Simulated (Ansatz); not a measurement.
Input file for Ansatz (a quantum-chemistry and plane-wave program): R-r2SCAN/def2-TZVPP on H3NOSi (SMILES N[Si]O), a point of a torsion scan.

Ansatz 0.2 input:
```yaml
crystal:
  periodic: [false, false, false]
  atoms:
    - {symbol: N, position_ang: [-1.00471321, -0.05555584, 0.17644442]}
    - {symbol: Si, position_ang: [0.37443462, -0.96744139, 0.63875290]}
    - {symbol: O, position_ang: [1.56459448, -0.27410045, -0.24590014]}
    - {symbol: H, position_ang: [-1.92213632, -0.21896664, 0.55290192]}
    - {symbol: H, position_ang: [-1.00453362, 0.69323903, -0.50579002]}
    - {symbol: H, position_ang: [1.60489626, -0.21224658, -1.19748252]}
basis:
  gaussian:
    orbitals: def2-TZVPP
hamiltonian:
  xc: {name: r2SCAN}
scf: {lower_state_search: off}
```

The head of its log:

```
WARN ansatz: RAYON_NUM_THREADS=1 ignored (pool sized by the plan → 1); use --threads N
Functional definition: r2SCAN
these checks for a lower state are left out or cut short: stability, starts, cluster_reference, orbital_swaps, neighbouring_geometries, increment
integrals: 0.05 GiB planned
771 factors; their error is unknown
mean field: 0.43 GiB planned
mean field evaluation 1: about -11451.1590 eV, gradient 8.6e1 eV
mean field evaluation 2: about -11409.0466 eV, gradient 1.5e2 eV
```

Problem. Give the final energy of this run.

Solution. -421.2910 hartree.
